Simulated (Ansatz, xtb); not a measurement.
# Ligand exchange: GeH3Br + BCl3 → GeH3Cl + BBrCl2

Species: GeH3Br `[GeH3][Br]`, singlet; BCl3 (boron trichloride) `ClB(Cl)Cl`, singlet; GeH3Cl (chlorogermane) `[Cl][GeH3]`, singlet; BBrCl2 (bromodichloroborane) `ClB(Cl)Br`, singlet. The partners trade Br for Cl: Ge–Br and B–Cl bonds give way to Ge–Cl and B–Br.

Shapes, held fixed at every level: PBE0-D4/def2-TZVP. Programs: Ansatz 0.2.0, xtb 6.7.1. The zero-point and thermal change to 298 K, harmonic and unscaled (PBE0-D4/def2-TZVP), is -0.2 kJ/mol.

(1) Estimate ΔH(298 K) of this reaction.

## Answers

(1) The highest level, CCSD(T)/def2-TZVPP, gives ΔH(298 K) = +18.2 kJ/mol; the levels span +18.2 to +26.6. The column of differences is taken from that level and isn't an error. No measured value is set beside it here. Relativity is left out for Br, Ge. Outer-core shells of Br, Ge are correlated in most correlated rows, in sets that cover them unevenly.

```json
{"level": "GFN0-xTB", "kind": "semi-empirical", "ΔH(298 K) (kJ/mol)": "+22.5", "less CCSD(T)/def2-TZVPP": "+4.3"}
{"level": "HF/def2-SVP", "kind": "Hartree–Fock", "ΔH(298 K) (kJ/mol)": "+25.6", "less CCSD(T)/def2-TZVPP": "+7.4"}
{"level": "HF/def2-TZVPP", "kind": "Hartree–Fock", "ΔH(298 K) (kJ/mol)": "+22.9", "less CCSD(T)/def2-TZVPP": "+4.7"}
{"level": "PBE-D4/def2-TZVPP", "kind": "GGA", "ΔH(298 K) (kJ/mol)": "+19.5", "less CCSD(T)/def2-TZVPP": "+1.3"}
{"level": "r2SCAN-D4/def2-TZVPP", "kind": "meta-GGA", "ΔH(298 K) (kJ/mol)": "+20.3", "less CCSD(T)/def2-TZVPP": "+2.1"}
{"level": "B3LYP/6-31G* (Cartesian functions)", "kind": "global hybrid", "ΔH(298 K) (kJ/mol)": "+24.2", "less CCSD(T)/def2-TZVPP": "+6.0"}
{"level": "MP2/def2-SVP", "kind": "perturbation theory", "ΔH(298 K) (kJ/mol)": "+25.9", "less CCSD(T)/def2-TZVPP": "+7.7"}
{"level": "CCSD/def2-SVP", "kind": "coupled cluster or CI", "ΔH(298 K) (kJ/mol)": "+26.6", "less CCSD(T)/def2-TZVPP": "+8.4"}
{"level": "CCSD(T)/def2-TZVPP", "kind": "coupled cluster or CI", "ΔH(298 K) (kJ/mol)": "+18.2", "less CCSD(T)/def2-TZVPP": "0.0"}
```
